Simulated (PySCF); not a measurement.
# What a mistake does to a calculation on B2F2H2

Calculated results; nothing here was measured. They come from PySCF 2.14.0, an open-source quantum chemistry program, on an isolated molecule that a program drew, which may never have been made. The molecule is B2F2H2 (charge 0, singlet), drawn as the SMILES string `BB(F)F`.

Each row is a Hartree-Fock (HF) and frozen-core CCSD(T) single point in the cc-pVDZ basis, meant for a local HF minimum. Run 1 is clean. Each other run has one planted mistake out of seven kinds, and not every kind appears here: one electron removed, one electron added, multiplicity raised by two, geometry at a saddle point, minimal basis STO-3G, one bond length entered in bohr, all coordinates scaled. The reference is restricted for singlets and unrestricted otherwise, and also for a bond in bohr. Adding or removing an electron swaps singlet and doublet. Electrons count all cores. HOMO and LUMO are orbital energies over both spins, the gradient is its largest component, and the lowest frequency (negative if imaginary) is given only where the gradient is small. Bond lengths are over the 5 bonds as drawn. T1 is the CCSD diagnostic: over 0.02 (restricted) or 0.045 (unrestricted) a single reference is doubtful.

Geometry of the clean run:
```xyz
6
B2F2H2, angstrom
B    -0.8152    1.6777    2.3958
B    -1.3867    0.6164    1.1899
F    -0.6032    0.1580    0.2243
F    -2.6433    0.1964    1.1574
H    -0.3543    1.2610    3.4210
H    -0.8604    2.8664    2.2480
```

```
run,electrons,basis functions,<S^2>,HOMO (eV),LUMO (eV),gradient (hartree/bohr),lowest frequency (cm^-1),mean bond (Å),longest bond (Å),T1,HF (hartree),CCSD(T) (hartree),mistake
1,30,66,0.000,-12.91,1.43,1.1e-05,199,1.3506,1.705,0.0140,-249.50768,-250.07350,no fault
2,31,66,0.760,-0.22,9.74,4.6e-02,-,1.3506,1.705,0.0132,-249.48332,-250.06571,one electron added
3,30,66,2.010,-8.32,-2.26,6.1e-02,-,1.3506,1.705,0.0201,-249.34571,-249.91287,multiplicity raised by two
4,30,66,0.000,-12.89,0.58,5.3e-06,-191,1.3551,1.734,0.0141,-249.50244,-250.06889,?
5,29,66,0.760,-21.72,-10.48,1.2e-01,-,1.3506,1.705,0.0236,-249.07832,-249.63499,?
```

**Which mistake was planted in run 4, and what did it cost?**

The gradient is small, so the point is stationary, but the lowest frequency is imaginary (-191 cm^-1). So the mistake is: geometry at a saddle point. Subtracting run 1 and multiplying by 627.51 kcal/mol a hartree, the energy moved by 3.3 kcal/mol in HF and 2.9 kcal/mol in CCSD(T).

**Which mistake was planted in run 5, and what did it cost?**

It counts 29 electrons, one fewer than the clean run, at the same geometry and basis. So the mistake is: one electron removed. Subtracting run 1 and multiplying by 627.51 kcal/mol a hartree, the energy moved by 269.4 kcal/mol in HF and 275.2 kcal/mol in CCSD(T).

Cautions from the logs. Run 2: the added electron raises the CCSD(T) energy, so it isn't bound in this basis.
